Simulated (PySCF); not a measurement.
F₄Ta, neutral, multiplicity 2. Atoms are numbered in the order given.

```xyz
5

Ta     0.0000     0.0000     0.0000
F      1.2486     1.2486     0.6402
F     -1.2486    -1.2486     0.6402
F      1.2486    -1.2486    -0.6402
F     -1.2486     1.2486    -0.6402
```
Charge 0, spin multiplicity 2.

Coordinates come from a B3LYP-D3(BJ)/def2-SVP optimisation. The multiplicity is an assumed one; other spin states were not compared. The isomer is the one that the SMILES or the coordinates give; other isomers of the formula were not compared. The def2 effective core potentials stand for the cores of Ta; spin–orbit coupling is left out.

Calculation: B3LYP-D3(BJ)/def2-SVP (PySCF).

Frequencies are harmonic and unscaled.

Modes within 1.5 cm⁻¹ of each other (mostly degenerate sets) share a row, with their intensities summed.

Estimate the vibrational spectrum. (Estimate from the structure and the level; the computed values follow.)


```
mode  ν (cm⁻¹)  IR (km/mol)  moving atoms (share of kinetic energy)
----  --------  -----------  --------------------------------------
1–2        155         39.2                         F 86 %, Ta 14 %
3          160          0.0                                 F 100 %
4          171         12.6                         F 76 %, Ta 24 %
5          230          0.0                                 F 100 %
6          682         46.5                                  F 94 %
7–8        697        352.1                         F 84 %, Ta 16 %
9          707          0.0                                 F 100 %
```
